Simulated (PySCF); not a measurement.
**`[C@@H]1(C)C[CH2][Ge@H]([F])[CH2]1`, C5H11FGe**

Geometry (Å), atoms numbered from 1 in this order:
```xyz
18

C     2.127    0.043   -0.609
C     0.805    0.210    0.131
C     0.088   -1.136    0.311
C    -1.243   -0.927    1.035
Ge   -1.908    0.746    0.183
F    -3.016    0.315   -1.134
C    -0.132    1.172   -0.606
H     1.956   -0.347   -1.610
H     2.638    1.000   -0.696
H     2.779   -0.647   -0.077
H     1.010    0.618    1.128
H    -0.102   -1.561   -0.678
H     0.725   -1.832    0.861
H    -1.909   -1.777    0.910
H    -1.081   -0.777    2.102
H    -2.778    1.763    0.906
H    -0.154    0.937   -1.672
H     0.187    2.206   -0.498
```

Method used: TDDFT B3LYP/def2-SVPD circular dichroism and optical rotation, one conformer, gas phase in PySCF. Geometry: GFN2-xTB.

The calculation is non-relativistic, which matters for the atoms heavier than Zn. States above about 7.7 eV (minus the energy of the highest occupied orbital) lie near or above the ionisation threshold and depend on the basis.

Stereocentres: C2 R, Ge5 S.

Task: What is the specific rotation at 633, 589.3, 546, 436, 405, 365, 355 nm?

Result: [α] in deg dm⁻¹ (g/mL)⁻¹:
```
λ (nm)  origin-invariant length gauge  modified velocity gauge  length gauge (centre of mass)  isotropic polarisability (au)
   633                          -10.4                    -15.1                          -10.0                           89.3
 589.3                          -12.6                    -18.1                          -12.1                           89.6
   546                          -15.5                    -22.0                          -15.0                           90.0
   436                          -30.6                    -41.2                          -29.7                           91.7
   405                          -39.0                    -51.6                          -38.0                           92.5
   365                          -56.6                    -72.5                          -55.3                           93.8
   355                          -62.8                    -79.8                          -61.4                           94.3
```

Task: And for the mirror image at 589.3 nm?

Result: +12.6 deg dm⁻¹ (g/mL)⁻¹ (origin-invariant length gauge): the same size and the opposite sign.

Task: What is the molar rotation [Φ] = [α]·M/100 of the geometry above at 589.3 nm?

Result: With M = 162.77 g/mol, -20.4 deg cm² dmol⁻¹ (origin-invariant length gauge).

The first excitation lies at 6.66 eV (186 nm) with R = +1.6 × 10⁻⁴⁰ esu² cm² (velocity form).
